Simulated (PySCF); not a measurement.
Computed structure and properties of [Dy(NH3)2]3+

System: [Dy(NH3)2]3+ (singlet in the valence; each metal's 4f electrons, 9 of them, lie in its core potential, out of spins and levels); start: displaced along the imaginary mode (C1). Method: PySCF 2.14.0, RKS B3LYP, Dy lcecp-1-SVP with ECP55, N def2-SVP, H def2-SVP; non-relativistic Hamiltonian with scalar-relativistic core potentials where named; density fitting; no spin-orbit coupling.

Input of the relaxation:

```python
mol = gto.M(atom='''
Dy    -0.00717     0.04405    -0.00000
N      0.03357    -0.20620     2.43225
H      0.85018     0.22796     2.91642
H     -0.77251     0.22829     2.93497
H      0.03912    -1.17370     2.82700
N      0.03357    -0.20620    -2.43225
H      0.84818    -0.70741    -2.85062
H     -0.77051    -0.70774    -2.86918
H      0.03912     0.69771    -2.95859''',
    basis={'Dy': 'lcecp-1-SVP', 'N': 'def2-SVP', 'H': 'def2-SVP'},
    ecp={'Dy': 'lcecp-1-SVP'},
    charge=3, spin=0)
mf = dft.RKS(mol, xc='B3LYP')
mf.grids.atom_grid = (50, 194)  # f atoms: unpruned, at least (60, 302)
mf = mf.density_fit()  # fitting sets: Dy AutoAux, N def2-universal-JKFIT, H def2-universal-JKFIT
mf.conv_tol = 1e-08; mf.max_cycle = 55
mf.kernel(dm0)  # dm0: converged density of the start geometry
# quasi-Newton relaxation in Cartesian coordinates to a largest gradient under 0.00045 Eh/bohr, steps kept in the point group
```

Run from Python with OMP_NUM_THREADS=2; the lines above give its settings. Where DIIS fails, smearing, a level shift and second-order steps follow.
It took 47 s on 2 threads of Arm Neoverse V2, on a shared host, from the converged density of the start.

Course of the relaxation:

```json
{"step": "0", "energy above end (eV)": "0.3960", "largest force component within the symmetry (eV/Å)": "0.233"}
{"step": "1", "energy above end (eV)": "0.3845", "largest force component within the symmetry (eV/Å)": "0.267"}
{"step": "2", "energy above end (eV)": "0.2819", "largest force component within the symmetry (eV/Å)": "0.650"}
{"step": "3", "energy above end (eV)": "0.1764", "largest force component within the symmetry (eV/Å)": "0.761"}
{"step": "4", "energy above end (eV)": "0.1203", "largest force component within the symmetry (eV/Å)": "1.144"}
{"step": "5", "energy above end (eV)": "0.1056", "largest force component within the symmetry (eV/Å)": "0.564"}
{"step": "6", "energy above end (eV)": "0.0819", "largest force component within the symmetry (eV/Å)": "0.420"}
{"step": "7", "energy above end (eV)": "0.0676", "largest force component within the symmetry (eV/Å)": "0.477"}
{"step": "13", "energy above end (eV)": "0.0090", "largest force component within the symmetry (eV/Å)": "0.288"}
{"step": "14", "energy above end (eV)": "0.0018", "largest force component within the symmetry (eV/Å)": "0.192"}
{"step": "15", "energy above end (eV)": "0.0003", "largest force component within the symmetry (eV/Å)": "0.089"}
{"step": "16", "energy above end (eV)": "0.0001", "largest force component within the symmetry (eV/Å)": "0.064"}
{"step": "17", "energy above end (eV)": "0.0000", "largest force component within the symmetry (eV/Å)": "0.011"}
{"step": "18", "energy above end (eV)": "0.0000", "largest force component within the symmetry (eV/Å)": "0.009"}
```
(The steps between are left out.)

Relaxed geometry (C1):

```xyz
9

Dy   -0.1796    1.1623   -0.0004
N     0.0236   -0.1847    1.9424
H     0.9105   -0.0645    2.4805
H    -0.7052   -0.0210    2.6723
H    -0.0204   -1.2171    1.8034
N     0.0361   -0.1822   -1.9427
H     0.9031   -0.7591   -2.0111
H    -0.7189   -0.8847   -2.1019
H     0.0445    0.3479   -2.8424
```

```csv
contact,Å
Dy1–N2 (NH3),2.373
Dy1–N6 (NH3),2.372
```

On the finer grid (75, 302):

```
HOMO                                                          : -25.72 eV
LUMO                                                          : -18.64 eV
Dipole about the centre of mass                               : 3.80 D
Set of Mulliken populations of Dy1 outside the core potential : s 2.20, p 6.11, d 0.60, f 0.02
D3(BJ) dispersion energy (not in the energies)                : -0.261 eV
```

```csv
atom,Mulliken (e),Löwdin (e),spin (e)
Dy1,2.07,1.89,0.00
N2,-0.33,0.00,0.00
H3,0.27,0.18,0.00
H4,0.27,0.18,0.00
H5,0.26,0.18,0.00
N6,-0.33,0.00,0.00
H7,0.27,0.18,0.00
H8,0.27,0.18,0.00
H9,0.27,0.18,0.00
```

The 4f levels lie in the core potential and are missing. Their spin isn't counted.

On the grid (50, 194), as all that follows. Harmonic modes: a minimum within the noise of the softest modes; lowest 20 cm⁻¹ (negative: unstable), highest 3323 cm⁻¹, zero-point energy 2.027 eV.

Taking off one NH3 (charge 0, singlet; the rest: singlet) in vacuum, both parts rigid, costs 4.80 eV; the small basis without counterpoise inflates it. Parting with an electron moved from the ligand to the metal can be far cheaper, even downhill.

Rigid scan of NH3 along the line from its metal:

(distance to N2 (Å), energy (eV)): (2.07, 0.557), (2.17, 0.214), (2.27, 0.046), (2.37, 0.000), (2.47, 0.037), (2.57, 0.130), (2.77, 0.410)

One start shape was tried, so this needn't be the lowest isomer.

An lcecp potential fixes the number of 4f electrons, so in runs with it no electron can move into or out of that shell.
